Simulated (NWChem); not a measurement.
System: C2H8AlN; SMILES C[NH][AlH][CH3]

Input file for NWChem:

```
start job
memory heap 200 mb stack 900 mb global 1100 mb
geometry units angstroms noautosym nocenter noautoz
  Al    -0.486398    -0.558428     0.127310
  H     -2.039942    -0.363797     0.412648
  C      0.406120    -2.306848     0.005561
  H      1.480709    -2.228740    -0.197892
  H     -0.035096    -2.920954    -0.790681
  H      0.288822    -2.875899     0.937348
  N      0.462962     0.941986    -0.088712
  C      0.013447     2.328251    -0.040411
  H      1.459518     0.878405    -0.273452
  H      0.186092     2.857075    -0.989727
  H      0.512274     2.902048     0.754945
  H     -1.062756     2.358319     0.160021
end
basis spherical
  * library 6-31g*
end
dft
  xc b3lyp
  iterations 150
end
property
  shielding 10 1 2 3 4 5 7 8 9 10 12
end
task dft property
```

NWChem printed, in part:

```
             Northwest Computational Chemistry Package (NWChem) 7.3.0
             --------------------------------------------------------

                             Geometry "geometry" -> ""
                             -------------------------

 Output coordinates in angstroms (scale by  1.889725989 to convert to a.u.)

  No.       Tag          Charge          X              Y              Z
 ---- ---------------- ---------- -------------- -------------- --------------
    1 Al                  13.0000    -0.48639800    -0.55842800     0.12731000
    2 H                    1.0000    -2.03994200    -0.36379700     0.41264800
    3 C                    6.0000     0.40612000    -2.30684800     0.00556100
    4 H                    1.0000     1.48070900    -2.22874000    -0.19789200
    5 H                    1.0000    -0.03509600    -2.92095400    -0.79068100
    6 H                    1.0000     0.28882200    -2.87589900     0.93734800
    7 N                    7.0000     0.46296200     0.94198600    -0.08871200
    8 C                    6.0000     0.01344700     2.32825100    -0.04041100
    9 H                    1.0000     1.45951800     0.87840500    -0.27345200
   10 H                    1.0000     0.18609200     2.85707500    -0.98972700
   11 H                    1.0000     0.51227400     2.90204800     0.75494500
   12 H                    1.0000    -1.06275600     2.35831900     0.16002100

 Effective nuclear repulsion energy (a.u.)     152.6887581720

                              NWChem Property Module
                              ----------------------

  itol2e modified to match energy
  convergence criterion.

                                 NWChem DFT Module
                                 -----------------

 Summary of "ao basis" -> "ao basis" (spherical)
 ------------------------------------------------------------------------------
       Tag                 Description            Shells   Functions and Types
 ---------------- ------------------------------  ------  ---------------------
 Al                          6-31g*                  8       18   4s3p1d
 H                           6-31g*                  2        2   2s
 C                           6-31g*                  6       14   3s2p1d
 N                           6-31g*                  6       14   3s2p1d

  itol2e modified to match energy
  convergence criterion.

            General Information
            -------------------
          SCF calculation type: DFT
          Wavefunction type:  closed shell.
          No. of atoms     :    12
          No. of electrons :    40
           Alpha electrons :    20
            Beta electrons :    20
          Charge           :     0
          Spin multiplicity:     1
          Use of symmetry is: off; symmetry adaption is: off
          Maximum number of iterations: 150
          AO basis - number of functions:    76
                     number of shells:    42
          Convergence on energy requested:  1.00D-07
          Convergence on density requested:  1.00D-05
          Convergence on gradient requested:  5.00D-04

              XC Information
              --------------
                         B3LYP Method XC Potential
                     Hartree-Fock (Exact) Exchange  0.200
                        Slater Exchange Functional  0.800 local
                    Becke 1988 Exchange Functional  0.720 non-local
              Lee-Yang-Parr Correlation Functional  0.810
                  VWN I RPA Correlation Functional  0.190 local

             Grid Information
             ----------------
          Grid used for XC integration:  fine
          Radial quadrature: Mura-Knowles
          Angular quadrature: Lebedev.
          Tag              B.-S. Rad. Rad. Pts. Rad. Cut. Ang. Pts.
          ---              ---------- --------- --------- ---------
          Al                  1.25      123          10.0       770
          H                   0.35       60          13.0       590
          C                   0.70       70          12.0       590
          N                   0.65       70          10.0       590
          Grid pruning is: on
          Number of quadrature shells:   813
          Spatial weights used:  Erf1

      Superposition of Atomic Density Guess
      -------------------------------------

 Sum of atomic energies:        -375.45875756

      Non-variational initial energy
      ------------------------------

 Total energy =    -377.442031
 1-e energy   =    -818.054523
 2-e energy   =     287.923733
 HOMO         =      -0.298385
 LUMO         =       0.024937

   convergence    iter        energy       DeltaE   RMS-Dens  Diis-err
 ---------------- ----- ----------------- --------- --------- ---------
 d= 0,ls=0.0,diis     1   -378.1825727714 -5.31D+02  1.19D-02  4.30D-01
 d= 0,ls=0.0,diis     2   -378.1665954022  1.60D-02  7.10D-03  5.88D-01
 d= 0,ls=0.0,diis     3   -378.2298890814 -6.33D-02  1.93D-03  5.78D-02
 d= 0,ls=0.0,diis     4   -378.2360276918 -6.14D-03  5.66D-04  4.12D-03
 d= 0,ls=0.0,diis     5   -378.2365621890 -5.34D-04  1.02D-04  1.05D-04
  Resetting Diis
 d= 0,ls=0.0,diis     6   -378.2365765706 -1.44D-05  2.22D-05  3.73D-06
 d= 0,ls=0.0,diis     7   -378.2365770140 -4.43D-07  1.26D-05  4.69D-07
 d= 0,ls=0.0,diis     8   -378.2365769761  3.79D-08  7.06D-06  7.68D-07

         Total DFT energy =     -378.236576976080
      One electron energy =     -822.722070328736
           Coulomb energy =      331.289199996264
    Exchange-Corr. energy =      -39.492464815653
 Nuclear repulsion energy =      152.688758172045

 Numeric. integr. density =       39.999995724240

                       DFT Final Molecular Orbital Analysis
                       ------------------------------------

 Vector   18  Occ=2.000000D+00  E=-3.152671D-01
              MO Center= -5.5D-01,  8.8D-02,  1.2D-01, r^2= 3.9D+00
   Bfn.  Coefficient  Atom+Function         Bfn.  Coefficient  Atom+Function
  ----- ------------  ---------------      ----- ------------  ---------------
    44      0.250657   7 N  py               20      0.217943   2 H  s
    43      0.218098   7 N  px                7     -0.207077   1 Al px
    19      0.197794   2 H  s                 8     -0.192278   1 Al py
    24      0.167125   3 C  py               46     -0.156201   7 N  s
    58     -0.139554   8 C  py               48      0.123015   7 N  py

 Vector   19  Occ=2.000000D+00  E=-2.756318D-01
              MO Center= -4.0D-01, -1.4D+00,  1.3D-01, r^2= 3.0D+00
   Bfn.  Coefficient  Atom+Function         Bfn.  Coefficient  Atom+Function
  ----- ------------  ---------------      ----- ------------  ---------------
    24      0.346420   3 C  py               20     -0.242136   2 H  s
     7      0.232353   1 Al px                8     -0.220684   1 Al py
    28      0.221240   3 C  py               19     -0.199182   2 H  s
    23     -0.183942   3 C  px               26      0.140618   3 C  s
    27     -0.115729   3 C  px                3     -0.106264   1 Al px

[...]

          -----------------------------------------
          Chemical Shielding Tensors (GIAO, in ppm)
          -----------------------------------------

                                NWChem CPHF Module
                                ------------------

  scftype          =     RHF
  nclosed          =       20
  nopen            =        0
  variables        =     1120
  # of vectors     =        3
  tolerance        = 0.10D-03
  level shift      = 0.00D+00
  max iterations   =       50
  max subspace     =       30

 SCF residual:    1.5430037993034842E-004

Iterative solution of linear equations
  No. of variables     1120
  No. of equations        3
  Maximum subspace       30
        Iterations       50
       Convergence  1.0D-04

   iter   nsub   residual    time
   ----  ------  --------  ---------
     1      3    3.35D-01      54.4
     2      6    1.77D-02      60.4
     3      9    7.60D-04      66.3
     4     12    4.49D-05      72.4

      Atom:    1  Al
        Diamagnetic
    796.1017      0.4139      0.5190
      0.4139    801.3596     -0.1397
      0.5190     -0.1397    798.8431

        Paramagnetic
   -413.7592    -33.8835      5.1511
    -33.8835   -375.8427      5.9458
      5.1511      5.9458   -391.9819

        Total Shielding Tensor
    382.3425    -33.4696      5.6702
    -33.4696    425.5169      5.8061
      5.6702      5.8061    406.8612

           isotropic =     404.9069
          anisotropy =      58.5104

          Principal Components and Axis System
                 1           2           3
              443.9138    408.0704    362.7364

      1        -0.4719      0.1837      0.8623
      2         0.8792      0.0253      0.4758
      3         0.0656      0.9827     -0.1734

      Atom:    2  H
        Diamagnetic
     36.2106     -1.0158     -2.1873
     -1.0158     26.4078      0.1374
     -2.1873      0.1374     24.7724

        Paramagnetic
     -4.8738      0.1316      0.8096
      0.1316     -1.2830     -0.0051
      0.8096     -0.0051     -0.6753

        Total Shielding Tensor
     31.3368     -0.8842     -1.3778
     -0.8842     25.1249      0.1323
     -1.3778      0.1323     24.0970

           isotropic =      26.8529
          anisotropy =       7.2877

          Principal Components and Axis System
                 1           2           3
               31.7114     25.0044     23.8429

      1         0.9747      0.1276      0.1836
      2        -0.1344      0.9906      0.0253
      3        -0.1787     -0.0493      0.9827

      Atom:    3  C
        Diamagnetic
    246.6233     -5.1412     -0.3845
     -5.1412    254.8812      0.6769
     -0.3845      0.6769    243.9124

        Paramagnetic
    -46.1030      0.7551      0.8749
      0.7551    -58.9374      0.3177
      0.8749      0.3177    -41.4895

        Total Shielding Tensor
    200.5203     -4.3861      0.4904
     -4.3861    195.9438      0.9945
      0.4904      0.9945    202.4229

           isotropic =     199.6290
          anisotropy =       5.3467

          Principal Components and Axis System
                 1           2           3
              203.1935    202.5403    193.1532

      1         0.8373      0.1872      0.5138
      2        -0.5267      0.0236      0.8497
      3        -0.1469      0.9820     -0.1183

      Atom:    4  H
        Diamagnetic
     38.8334     -2.2432     -2.8915
     -2.2432     26.9617      0.3202
     -2.8915      0.3202     23.6295

        Paramagnetic
     -0.1277      1.6736      0.9744
      1.6736      4.1292     -0.2828
      0.9744     -0.2828      5.1292

        Total Shielding Tensor
     38.7057     -0.5696     -1.9171
     -0.5696     31.0908      0.0374
     -1.9171      0.0374     28.7587

           isotropic =      32.8518
          anisotropy =       9.3761

          Principal Components and Axis System
                 1           2           3
               39.1025     31.0524     28.4003

      1         0.9808      0.0647      0.1842
      2        -0.0706      0.9972      0.0253
      3        -0.1820     -0.0378      0.9826

      Atom:    5  H
        Diamagnetic
     25.6016      2.0198      3.4803
      2.0198     32.7254      7.1039
      3.4803      7.1039     30.8950

        Paramagnetic
      4.6405      0.1513     -0.7885
      0.1513      1.0504     -2.7122
     -0.7885     -2.7122      3.3874

        Total Shielding Tensor
     30.2420      2.1711      2.6918
      2.1711     33.7758      4.3917
      2.6918      4.3917     34.2824

           isotropic =      32.7667
          anisotropy =      10.3812

          Principal Components and Axis System
                 1           2           3
               39.6876     29.7163     28.8963

      1         0.3431     -0.3031      0.8890
      2         0.6381      0.7698      0.0162
      3         0.6893     -0.5617     -0.4576

      Atom:    6  N
        Diamagnetic
    315.9886      3.0602     -4.3990
      3.0602    335.0540     -1.6575
     -4.3990     -1.6575    293.7457

        Paramagnetic
   -159.1521     50.6935     15.1115
     50.6935   -157.5894     -7.2573
     15.1115     -7.2573    -73.9660

        Total Shielding Tensor
    156.8365     53.7538     10.7125
     53.7538    177.4646     -8.9147
     10.7125     -8.9147    219.7797

           isotropic =     184.6936
          anisotropy =      55.7972

          Principal Components and Axis System
                 1           2           3
              221.8917    221.5525    110.6366

      1         0.6168      0.1870      0.7646
      2         0.7745      0.0294     -0.6319
      3        -0.1406      0.9819     -0.1267

      Atom:    7  C
        Diamagnetic
    242.0350     -2.8766      0.1205
     -2.8766    257.8075      0.1378
      0.1205      0.1378    242.2567

        Paramagnetic
   -103.4706    -11.7787      2.2780
    -11.7787    -74.2567      1.7207
      2.2780      1.7207    -93.3825

        Total Shielding Tensor
    138.5644    -14.6553      2.3985
    -14.6553    183.5508      1.8585
      2.3985      1.8585    148.8741

           isotropic =     156.9965
          anisotropy =      46.4077

          Principal Components and Axis System
                 1           2           3
              187.9349    149.3706    133.6839

      1        -0.2832      0.1837      0.9413
      2         0.9586      0.0253      0.2835
      3         0.0282      0.9826     -0.1833

      Atom:    8  H
        Diamagnetic
     42.9240      0.2405     -4.5210
      0.2405     26.2861     -0.2381
     -4.5210     -0.2381     19.6323

        Paramagnetic
     -6.7941      0.5216      2.2148
      0.5216      5.3925     -0.1047
      2.2148     -0.1047      4.7109

        Total Shielding Tensor
     36.1299      0.7622     -2.3062
      0.7622     31.6786     -0.3428
     -2.3062     -0.3428     24.3432

           isotropic =      30.7173
          anisotropy =       8.9692

          Principal Components and Axis System
                 1           2           3
               36.6967     31.5519     23.9031

      1         0.9696     -0.1618      0.1838
      2         0.1599      0.9868      0.0253
      3        -0.1854      0.0049      0.9826

      Atom:    9  H
        Diamagnetic
     22.5869      0.5936     -1.2934
      0.5936     32.2294     -7.6127
     -1.2934     -7.6127     32.7324

        Paramagnetic
      2.6783     -1.6792      0.8943
     -1.6792      0.9720      3.8202
      0.8943      3.8202     -2.7676

        Total Shielding Tensor
     25.2652     -1.0856     -0.3991
     -1.0856     33.2014     -3.7926
     -0.3991     -3.7926     29.9648

           isotropic =      29.4771
          anisotropy =       9.4121

          Principal Components and Axis System
                 1           2           3
               35.7518     27.7947     24.8848

      1        -0.0659     -0.3383      0.9387
      2         0.8366      0.4939      0.2368
      3        -0.5438      0.8010      0.2505

      Atom:   10  H
        Diamagnetic
     36.2463     -3.7131     -2.5734
     -3.7131     29.6488      0.4965
     -2.5734      0.4965     22.4381

        Paramagnetic
     -5.1228      0.9710      1.5703
      0.9710      1.2388     -0.1257
      1.5703     -0.1257      3.1194

        Total Shielding Tensor
     31.1235     -2.7422     -1.0032
     -2.7422     30.8876      0.3708
     -1.0032      0.3708     25.5574

           isotropic =      29.1895
          anisotropy =       7.0155

          Principal Components and Axis System
                 1           2           3
               33.8665     28.3226     25.3795

      1         0.7233      0.6657      0.1837
      2        -0.6804      0.7324      0.0253
      3        -0.1177     -0.1433      0.9827
```

Level: B3LYP/6-31G* (spherical d), GIAO. Structure relaxed at the B3LYP/6-31G* (spherical d) level. The output numbers the shielded atoms by their place in the input's list. The printed shielding anisotropy is the first printed principal value minus the mean of the other two.
